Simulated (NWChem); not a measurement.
Molecule: BSiH₃O₂F₂; SMILES OB(O)[SiH](F)F

```xyz
9

Si    -0.2557    -0.8063    -0.3193
F      1.2426    -1.3934    -0.0288
F     -1.2321    -1.4930     0.7784
B     -0.0203     1.1781    -0.0012
O      1.1788     1.6156     0.4655
O     -1.0163     2.0566    -0.2470
H     -0.6860    -1.3102    -1.6494
H      1.8107     0.8977     0.5926
H     -0.7582     2.9647    -0.0391
```
Atoms are numbered in this order, from 1.

Level: PBE0/def2-SVP (NWChem), optimised geometry, unscaled harmonic frequencies. 

```json
[
 {"frequency (cm⁻¹)": "51", "IR intensity (km/mol)": "0.8"},
 {"frequency (cm⁻¹)": "93", "IR intensity (km/mol)": "5.3"},
 {"frequency (cm⁻¹)": "161", "IR intensity (km/mol)": "8.6"},
 {"frequency (cm⁻¹)": "272", "IR intensity (km/mol)": "2.9"},
 {"frequency (cm⁻¹)": "336", "IR intensity (km/mol)": "20.4"},
 {"frequency (cm⁻¹)": "378", "IR intensity (km/mol)": "17.0"},
 {"frequency (cm⁻¹)": "504", "IR intensity (km/mol)": "49.1"},
 {"frequency (cm⁻¹)": "586", "IR intensity (km/mol)": "104.5"},
 {"frequency (cm⁻¹)": "603", "IR intensity (km/mol)": "131.6"},
 {"frequency (cm⁻¹)": "655", "IR intensity (km/mol)": "34.0"},
 {"frequency (cm⁻¹)": "804", "IR intensity (km/mol)": "47.2"},
 {"frequency (cm⁻¹)": "838", "IR intensity (km/mol)": "28.1"},
 {"frequency (cm⁻¹)": "869", "IR intensity (km/mol)": "234.7"},
 {"frequency (cm⁻¹)": "942", "IR intensity (km/mol)": "230.7"},
 {"frequency (cm⁻¹)": "1020", "IR intensity (km/mol)": "81.1"},
 {"frequency (cm⁻¹)": "1027", "IR intensity (km/mol)": "113.0"},
 {"frequency (cm⁻¹)": "1323", "IR intensity (km/mol)": "206.3"},
 {"frequency (cm⁻¹)": "1468", "IR intensity (km/mol)": "251.1"},
 {"frequency (cm⁻¹)": "2277", "IR intensity (km/mol)": "135.6"},
 {"frequency (cm⁻¹)": "3850", "IR intensity (km/mol)": "72.9"},
 {"frequency (cm⁻¹)": "3880", "IR intensity (km/mol)": "119.5"}
]
```

zero-point energy: 31.3 kcal/mol
thermal correction to the enthalpy at 298.15 K (with zero-point energy): 36.5 kcal/mol
heat capacity Cv: 24.0 cal/(mol K)
entropy at 298.15 K and 1 atm (symmetry number 1): 85.2 cal/(mol K)
dipole moment: 2.22 D

Rigid rotor and harmonic oscillator; modes under 100 cm⁻¹ make the entropy uncertain.
